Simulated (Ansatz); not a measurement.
Mulliken charges of CH5GeSSb, SMILES `[GeH3][Sb]1[CH2][S]1` from PBE/def2-TZVPP in Ansatz (PBE0-D4/def2-TZVP geometry).

```csv
atom,x (Å),y (Å),z (Å),charge (e)
Ge1,-0.683,0.934,-1.205,0.022
Sb2,1.357,-0.652,-0.712,0.293
C3,0.838,-0.804,1.391,-0.298
S4,0.009,-2.169,0.588,-0.247
H5,-1.508,0.390,-2.384,-0.008
H6,-1.562,0.983,0.055,-0.003
H7,-0.224,2.363,-1.563,-0.019
H8,0.195,-0.018,1.774,0.126
H9,1.666,-1.071,2.039,0.133
```

Question: By hand: the dipole of these point charges (1 e Å = 4.8032 D).

Answer: Σ q r = (0.398, 0.409, -0.252) e Å, of length 0.624 e Å = 3.00 D.

Question: How does the dipole of the full density compare? (Estimate.)

Answer: The calculation gave: (0.257, 0.249, -0.004) e Å, 1.72 D; the point charges give 1.74 times that, at 23° from its direction.

Point charges leave out the atoms' own dipoles, such as those of lone pairs, and Mulliken's split depends on the basis, so the two needn't agree.
